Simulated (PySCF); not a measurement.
# I⁺: excitation energy

I⁺ [Kr] 4d10 5s2 5p4 (3P) → I⁺ [Kr] 4d10 5s2 5p3 6s1 (5S), as a difference of total energies. Calculation: PySCF 2.14, in aug-cc-pwCVTZ-PP with ECP28MDF; scalar relativity through the core potential. Correlated levels: valence: 4s2 4p6 4d10 frozen. The calculations carry no spin-orbit coupling.

| method | excitation energy (eV) |
| --- | --- |
| UHF | 9.110 |
| MP2 (valence) | 9.357 |
| SCS-MP2 (valence) | 9.572 |
| CCSD (valence) | 9.489 |
| CCSD(T) (valence) | 9.481 |

Q: How much does correlation contribute at CCSD(T) (valence)?

A: 9.481 − (9.110) = 0.371 eV, measured against UHF.

Errors of the correlated levels include the incompleteness of this basis and the frozen core.

For comparison: 9.665 eV (measured; NIST levels, between the centres of gravity of the two terms).
